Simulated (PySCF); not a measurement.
SnCl4, SMILES [Cl][Sn]([Cl])([Cl])[Cl].

Geometry optimised at B3LYP-D3(BJ)/def2-SVP. The isomer is the one that the SMILES or the coordinates give; other isomers of the formula were not compared. The def2 effective core potentials stand for the cores of Sn; spin–orbit coupling is left out.

The numbers are results of r2SCAN/def2-TZVP (PySCF), not measurements.

- total energy = -2055.30391 hartree
- point group = Td
- highest occupied level = -8.71 eV
- lowest empty level = -4.44 eV
- orbital gap = 4.27 eV
- dipole moment = 0.00 D
- quadrupole, principal values (traceless, Buckingham form, about the centre of nuclear charge) = 0.00, 0.00, 0.00 D·Å
- mean static polarisability = 87.2 bohr³ (12.93 Å³)
- polarisability, principal values = 87.2, 87.2, 87.2 bohr³
